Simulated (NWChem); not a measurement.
System: CaF cation; SMILES [F][Ca+]

Program: NWChem. Structure relaxed at the B3LYP/6-31G* (spherical d) level. B3LYP is NWChem's, with the RPA form of VWN correlation.

Q: Among these, which level gives the lowest value of “orbital gap (eV)”?
A) B3LYP/pcseg-2
B) B3LYP/aug-pcseg-1
C) B3LYP/def2-SVP
D) B3LYP/STO-3G

A: D, B3LYP/STO-3G. Values: B3LYP/STO-3G 2.92; B3LYP/def2-SVP 6.31; B3LYP/pcseg-2 6.55; B3LYP/aug-pcseg-1 6.57
